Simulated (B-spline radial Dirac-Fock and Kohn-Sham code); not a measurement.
# Elastic and transport cross sections of platinum for electrons

These are calculated numbers from a radial finite-basis atomic code; the model is relativistic (Dirac) partial waves in the static field of the Dirac-Fock atom with Furness-McCarthy exchange, without polarisation or absorption potentials. σ_tr1 and σ_tr2 weight the cross section with 1 − P₁ and 1 − P₂ of cos θ; "backward" is the share scattered beyond 90°.

```csv
energy (eV),σ (a₀²),σ_tr1 (a₀²),σ_tr2 (a₀²),σ/σ_tr1,backward (%)
404,14.8,3.64,4.97,4.06,9.9
449,13.8,3.61,4.70,3.82,11
486,13.1,3.57,4.47,3.68,11
500,12.9,3.54,4.38,3.64,11
512,12.7,3.52,4.30,3.61,11
939,9.40,2.59,2.38,3.63,12
1000,?,?,?,?,?
1080,8.83,2.32,2.06,3.80,12
1370,7.93,1.88,1.63,4.22,11
1500,7.61,1.72,1.50,4.42,10
1510,7.59,1.71,1.49,4.44,10
1680,7.22,1.54,1.36,4.70,9.5
2000,6.65,1.27,1.18,5.22,8.3
2050,6.58,1.24,1.15,5.30,8.2
2270,6.26,1.11,1.06,5.66,7.5
3000,5.47,0.796,0.844,6.87,5.8
3510,5.06,0.656,0.738,7.71,4.9
3920,4.78,0.570,0.668,8.39,4.4
4240,4.60,0.515,0.622,8.92,4.0
4820,4.31,0.436,0.550,9.88,3.5
4840,4.30,0.434,0.548,9.91,3.5
```

Task: Fill in the row for 1 keV.

Result: σ = 9.14 a₀², σ_tr1 = 2.47 a₀², σ_tr2 = 2.23 a₀², σ/σ_tr1 = 3.70, backward 12 %. The ratio σ/σ_tr1 is roughly the number of elastic collisions that randomise the direction.
